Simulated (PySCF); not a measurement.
Compound: C2H15Al2NO2Si2.
SMILES with atom numbers: `[CH3:1][O+:2]1[AlH2-:3][O+:4]([CH3:5])[AlH-:6]1[N:7]([SiH3:8])[SiH3:9]` (hydrogens: H10, H11, H12 on C1; H13, H14 on Al3; H15, H16, H17 on C5; H18 on Al6; H19, H20, H21 on Si8; H22, H23, H24 on Si9)

Level: PBE0/pcSseg-1 in PySCF, non-relativistic, on one gas-phase PBE0-D3(BJ)/def2-SVP geometry that isn't relaxed in the solvent. The solvent is an IEF-PCM continuum (van der Waals radii × 1.2). The model holds no explicit solvent molecules, cavitation or dispersion.

Gas phase at PBE0/pcSseg-1: HOMO -7.46 eV, LUMO -0.21 eV, dipole 0.66 D.

Task: What does the continuum do to the energy, the frontier levels and the dipole at PBE0/pcSseg-1 in chloroform and tetrahydrofuran?

Result: 
```json
{"solvent": "chloroform", "ε": "4.711", "E(solvent) − E(gas) (kJ/mol)": "-18.31", "polarisation term (kJ/mol)": "-20.00", "distortion of the solute (kJ/mol)": "1.69", "HOMO (eV)": "-7.40", "LUMO (eV)": "0.04", "dipole (D)": "0.68"}
{"solvent": "tetrahydrofuran", "ε": "7.426", "E(solvent) − E(gas) (kJ/mol)": "-20.99", "polarisation term (kJ/mol)": "-23.21", "distortion of the solute (kJ/mol)": "2.22", "HOMO (eV)": "-7.39", "LUMO (eV)": "0.07", "dipole (D)": "0.67"}
```

The first energy column is the sum of the next two and covers electrostatics alone. From chloroform to tetrahydrofuran the lowering changes by a factor 1.15, Onsager's factor (ε − 1)/(2ε + 1) by 1.14 and ε itself by 1.6.

Task: Which Hirshfeld charges (PBE0/pcSseg-1) respond most in chloroform (means over atoms taken as equivalent)?

Result: 
```
   atoms                       environment  gas (e)  solvent (e)  change
     H14                     Al–H hydrogen   -0.183       -0.194  -0.011
     H18                     Al–H hydrogen   -0.171       -0.182  -0.011
     H13                     Al–H hydrogen   -0.180       -0.191  -0.011
     Al3   aluminium bonded to 2 O and 2 H   +0.429       +0.439  +0.010
     Al6  aluminium bonded to N, 2 O and H   +0.467       +0.475  +0.008
H10 (×6)                   methyl hydrogen   +0.054       +0.057  +0.003
```

Time: 53 s of wall time; peak memory 1.7 GiB. Hardware: one thread of an Arm Neoverse V2, on a shared host. This is the whole shielding run at PBE0/pcSseg-1 in tetrahydrofuran, SCF included.

Conformer computed: `[CH3:1][O+:2]1[AlH2-:3][O+:4]([CH3:5])[AlH-:6]1[N:7]([SiH3:8])[SiH3:9]`: O4–Al6–N7–Si8 -132°.
